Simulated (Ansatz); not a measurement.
Consider the ligand exchange at a B–N bond: `CN(C)B(O)O` + H₂S → `OB(O)S` + `CNC`.

Program: Ansatz. Geometries: PBE0-D4/def2-TZVP. ΔE: electronic, gas phase. CBS: MP2 limit from def2 TZ/QZ plus the TZ coupled-cluster correction, frozen cores. This one scheme is used for every species. Functionals use def2-TZVPP. B3LYP here is the variant with VWN-RPA as its local correlation; programs differ in this. HSE06 is defined as in plane-wave codes. One conformer a species, not always the lowest.

`CN(C)B(O)O`:

```xyz
14

C    -1.096    0.368   -0.995
N    -0.113   -0.147   -0.084
C    -0.138   -1.585    0.032
B     0.807    0.641    0.646
O     1.696    0.012    1.486
O     0.885    2.017    0.580
H    -1.059    1.457   -1.062
H    -0.948   -0.025   -2.009
H    -2.113    0.097   -0.683
H     0.625   -1.915    0.733
H    -1.115   -1.936    0.388
H     0.051   -2.063   -0.939
H     2.263    0.652    1.920
H     0.256    2.428   -0.013
```

H₂S:

Cartesian coordinates in Å:
```
S 0.580 0.215 0.024
H -0.208 -0.430 0.896
H -0.372 0.215 -0.920
```

`OB(O)S`:

```xyz
7

O     0.168   -1.053   -0.558
B     0.050    0.007    0.292
O     0.325   -0.167    1.609
S    -0.461    1.698   -0.184
H    -0.040   -0.868   -1.474
H     0.588   -1.070    1.806
H    -0.629    1.453   -1.492
```

`CNC`:

Cartesian coordinates in Å:
```
C 0.892 -0.200 -0.790
N -0.252 0.564 -0.350
C -0.918 -0.030 0.786
H 1.393 0.317 -1.611
H 0.558 -1.171 -1.167
H 1.635 -0.393 0.003
H 0.031 1.509 -0.127
H -1.348 -0.992 0.494
H -1.738 0.611 1.115
H -0.254 -0.215 1.649
```

(1) Is it downhill or uphill in electronic energy at CCSD(T)/CBS, and by how much? (An estimate is asked.)

(2) What do these levels give: BLYP-D4, r2SCAN-D4, B97M-V, PBE0-D4, r2SCAN0-D4, HSE06-D4, PBE-QIDH, B3LYP, BHLYP, CCSD(T)/def2-SVP, HF/def2-TZVPP, MP2/def2-QZVPP? (Best estimate.)

Largest T1 diagnostic among the species: 0.012.

## Answers

(1) Computed: Uphill: ΔE = +42.6 kJ/mol.

(2) Computed: BLYP-D4 40.0, r2SCAN-D4 38.0, B97M-V 37.2, PBE0-D4 37.7, r2SCAN0-D4 40.4, HSE06-D4 37.4, PBE-QIDH 39.3, B3LYP 37.5, BHLYP 42.3, CCSD(T)/def2-SVP 47.6, HF/def2-TZVPP 39.5, MP2/def2-QZVPP 41.6 kJ/mol.

At CCSD(T), def2-SVP lies +5.0 kJ/mol from the extrapolated value and def2-TZVPP +1.1 kJ/mol. From PBE to PBE0 (25 % exact exchange), in def2-TZVPP and without D4, ΔE moves by +3.5 kJ/mol. The D4 term adds +5.0 kJ/mol with B3LYP and +3.2 kJ/mol with PBE0; it sums over pairs of atoms, weighted by their polarisabilities, and B3LYP, whose exchange is more repulsive, gets the larger term.
